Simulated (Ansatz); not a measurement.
Al₄Sb₄H₁₆⁻, a cluster cut from zinc blende AlSb (hydrogen-capped). The state is a doublet with charge -1. Geometry PBE-D4/def2-SVP, that of the neutral singlet.

```xyz
24

Al   -0.4650   -1.3000    2.7571
Al    2.5289    1.7682   -0.0831
Al   -2.4304    1.8022   -0.6154
Al    0.3655   -2.2644   -2.0609
Sb   -2.3347    0.4001    1.7247
Sb    0.0794    2.8745   -0.5612
Sb   -0.0779   -2.8758    0.5621
Sb    2.3338   -0.4027   -1.7261
H    -1.1532   -2.1832    3.9016
H     0.8751   -0.4409    2.9309
H     3.6534    2.7476   -0.6667
H     2.4816    1.2012    1.4135
H    -3.4952    2.9869   -0.4527
H    -2.4298    0.7128   -1.7889
H    -0.9303   -1.4649   -2.5566
H     0.9934   -3.5482   -2.7830
H    -2.6626    1.5240    2.9794
H    -3.8435   -0.4107    1.8286
H    -0.0002    4.2502    0.4615
H     0.2219    3.7618   -2.0231
H     1.1420   -3.9934    1.0169
H    -1.3567   -4.0200    0.5500
H     3.7958   -1.2725   -1.5009
H     2.7086    0.1471   -3.3079
```

In the def2 sets Sb takes a core potential; there is no spin–orbit coupling. At PBE-D4/def2-SVP, revPBE-D4/def2-SVP, PBE0-D4/def2-SVP the highest occupied level of the charge -1 doublet lies above zero (up to 1.09 eV). By energy differences its removal costs 0.47 eV (vertical, to the charge 0 singlet, at PBE0-D4/def2-SVP).

**Question.** Estimate the α-spin orbital energies around the gap (eV) in Ansatz with PBE-D4/def2-SVP, revPBE-D4/def2-SVP, PBE0-D4/def2-SVP.

**Answer.** 
```json
{"orbital": "HOMO−5", "PBE-D4/def2-SVP": "-3.76", "revPBE-D4/def2-SVP": "-3.74", "PBE0-D4/def2-SVP": "-5.00"}
{"orbital": "HOMO−4", "PBE-D4/def2-SVP": "-3.29", "revPBE-D4/def2-SVP": "-3.26", "PBE0-D4/def2-SVP": "-4.35"}
{"orbital": "HOMO−3", "PBE-D4/def2-SVP": "-3.24", "revPBE-D4/def2-SVP": "-3.19", "PBE0-D4/def2-SVP": "-4.20"}
{"orbital": "HOMO−2", "PBE-D4/def2-SVP": "-3.19", "revPBE-D4/def2-SVP": "-3.16", "PBE0-D4/def2-SVP": "-4.19"}
{"orbital": "HOMO−1", "PBE-D4/def2-SVP": "-3.19", "revPBE-D4/def2-SVP": "-3.16", "PBE0-D4/def2-SVP": "-4.19"}
{"orbital": "HOMO", "PBE-D4/def2-SVP": "1.06", "revPBE-D4/def2-SVP": "1.09", "PBE0-D4/def2-SVP": "0.74"}
{"orbital": "LUMO", "PBE-D4/def2-SVP": "1.35", "revPBE-D4/def2-SVP": "1.41", "PBE0-D4/def2-SVP": "1.90"}
{"orbital": "LUMO+1", "PBE-D4/def2-SVP": "1.35", "revPBE-D4/def2-SVP": "1.41", "PBE0-D4/def2-SVP": "1.90"}
{"orbital": "LUMO+2", "PBE-D4/def2-SVP": "1.56", "revPBE-D4/def2-SVP": "1.65", "PBE0-D4/def2-SVP": "2.23"}
{"orbital": "LUMO+3", "PBE-D4/def2-SVP": "1.64", "revPBE-D4/def2-SVP": "1.74", "PBE0-D4/def2-SVP": "2.32"}
{"orbital": "LUMO+4", "PBE-D4/def2-SVP": "1.91", "revPBE-D4/def2-SVP": "2.00", "PBE0-D4/def2-SVP": "2.67"}
{"orbital": "LUMO+5", "PBE-D4/def2-SVP": "2.02", "revPBE-D4/def2-SVP": "2.10", "PBE0-D4/def2-SVP": "2.70"}
{"orbital": "β HOMO", "PBE-D4/def2-SVP": "-3.15", "revPBE-D4/def2-SVP": "-3.12", "PBE0-D4/def2-SVP": "-4.15"}
{"orbital": "β LUMO", "PBE-D4/def2-SVP": "1.37", "revPBE-D4/def2-SVP": "1.44", "PBE0-D4/def2-SVP": "2.03"}
```
